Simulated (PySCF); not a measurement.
Si(CF3)(Cl)(H)2 (CH2ClF3Si), SMILES [SiH2](Cl)C(F)(F)F.

Geometry optimised at PBE0-D3(BJ)/def2-SVP.

Two levels are set side by side: PBE/def2-TZVP (PySCF) and PBE0/def2-TZVP (PySCF). Same geometry, gas phase. Differences are taken from unrounded values.

```json
[
 {"quantity": "orbital gap (eV)", "PBE": "6.51"},
 {"quantity": "highest occupied level (eV)", "PBE": "-7.84"},
 {"quantity": "lowest empty level (eV)", "PBE": "-1.33"},
 {"quantity": "dipole moment (D)", "PBE": "1.57"},
 {"quantity": "mean polarisability (bohr³)", "PBE": "52.3"}
]
```

Q: These are the PBE values. What does PBE0 give? (Estimate from the structure and the level; the computed values follow.)

A: 
| quantity | PBE0 | PBE minus PBE0 |
|---|---|---|
| orbital gap (eV) | 8.90 | -2.39 |
| highest occupied level (eV) | -9.34 | 1.50 |
| lowest empty level (eV) | -0.43 | -0.90 |
| dipole moment (D) | 1.78 | -0.21 |
| mean polarisability (bohr³) | 50.1 | 2.2 |

PBE's occupied levels lie high since its potential decays too fast outside the molecule; exact exchange lowers them and widens the gap. PBE's more diffuse valence density responds more strongly to a field. Differences between two approximate levels are no errors against the true value.

Rough cost on one machine, each run with all the roots and properties that it gave: PBE0 against PBE within a factor of 2.
